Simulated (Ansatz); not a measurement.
Basis-set extrapolation for CH$_{3}$BOS, SMILES `BSC=O` (PBE0-D4/def2-TZVP geometry, frozen core, the Gaussian-basis code of Ansatz). Multiplicity 1, RHF reference.

```tsv
	def2-TZVPP	def2-QZVPP
HF	-536.760805	-536.778343
MP2 correlation	-0.661512	-0.711934
CCSD(T) correlation	-0.724305	not run
```

Energies in hartree. Use E(X) = E(∞) + A·exp(−7.88·√X) for Hartree–Fock and E(X) = E(∞) + B·X^(−2.97) for correlation, with X = 3 and 4, and add CCSD(T) minus MP2 of the smaller set to the MP2 limit.

Task: What is the CCSD(T) energy at the basis-set limit?

Result: HF limit: -536.778343 + (-0.017538) × 0.13774 = -536.78076. MP2 limit: -0.711934 + (-0.050422) × 0.74074 = -0.74928. Higher-order term: -0.724305 − (-0.661512) = -0.06279. Total: -537.59283 hartree, 282.8 kJ/mol below CCSD(T)/def2-TZVPP.
